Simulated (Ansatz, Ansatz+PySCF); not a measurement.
```tsv
atom	x (Å)	y (Å)	z (Å)
H	1.0000	0.0000	0.0000
H	0.5000	0.8660	0.0000
H	-0.5000	0.8660	0.0000
H	-1.0000	0.0000	0.0000
H	-0.5000	-0.8660	0.0000
H	0.5000	-0.8660	0.0000
```

Basis set: cc-pVDZ (spherical functions). All electrons are correlated. Charge 0, multiplicity 1.

Computed with Ansatz (development build ahead of 0.2.0); each method stands on the lowest determinant of its kind that the runs found. Restricted open shells among the atoms or ions are ROHF, correlated in semicanonical orbitals with singles. Restricted functionals stand beside restricted open-shell atoms, which can lie above the unrestricted atoms usual in DFT and then raise those values.

The atomization energy at this shape (free ground-state atoms in the same class of orbitals less the molecule, no zero-point energy) of singlet H6:

| method | atomization energy |
| --- | --- |
| r²SCAN (restricted) | 1118.9 kJ/mol |
| PBE (unrestricted) | 1101.4 kJ/mol |
| PBE0 (restricted) | 1072.1 kJ/mol |
| ωB97X (restricted) | 1066.7 kJ/mol |
| RHF-CCSD(T) | 1027.8 kJ/mol |
| RHF-MP2 | 958.6 kJ/mol |

Q: What does RHF give?

A: 666.7 kJ/mol. Caution for RHF-CCSD(T), RHF-MP2: bonds are stretched, where a single reference can fail.
